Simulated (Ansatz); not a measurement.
The first iterations of a band of BH$_{6}$N$_{3}$ (10 atoms, charge 0, multiplicity 1).

These are results of Ansatz, RKS LDA/def2-SVP, not measurements.

```yaml
movable_images: 3
climbing_image: no
spring: 5.0 eV/Å²
optimiser: quadratic models (default)
start_path: through a guess of the saddle point
force_threshold: 0.05 eV/Å
iteration_limit: 60
end_points: relaxed
```

Image 0:

```xyz
10
Properties=species:S:1:pos:R:3
N -1.141 0.394 -0.743
B 0.008 -0.005 0.001
N 0.291 -1.390 0.185
N 0.873 0.980 0.559
H -1.673 -0.248 -1.328
H -1.499 1.348 -0.740
H -0.387 -2.125 -0.008
H 1.186 -1.732 0.530
H 0.839 1.963 0.291
H 1.585 0.763 1.255
```

Image 4:

```xyz
10
Properties=species:S:1:pos:R:3
N -1.073 0.387 -0.843
B 0.008 -0.006 -0.001
N 0.219 -1.386 0.284
N 0.875 0.979 0.555
H -1.172 1.330 -1.215
H -1.844 -0.235 -1.079
H 0.859 -1.712 1.007
H -0.212 -2.134 -0.256
H 0.658 1.975 0.551
H 1.763 0.751 0.999
```

| iteration | highest image above the first end (eV) | largest band force component (eV/Å) |
| --- | --- | --- |
| 1 | 20.056 | 66.636 |
| 2 | 6.679 | 41.431 |
| 3 | 2.933 | 10.814 |
| 4 | 2.204 | 5.377 |
| 5 | 1.504 | 0.963 |

Problem. Does the band converge within its limit, and where does its top end?

Solution. It converged. It ended after 15 iterations with the highest image 0.295 eV above the first end. The profile has 2 maxima (images 1, 3) with wells between them (image 2): this band takes more than one step, which may be the mechanism or a detour left from its start path. No image climbed, so the highest image needn't sit at the top of the path. So few images can step over the top or miss a turn of the path.

Time of the run: 38 s on 2 threads of Arm Neoverse V1 (shared host), peak memory 0.11 GiB.
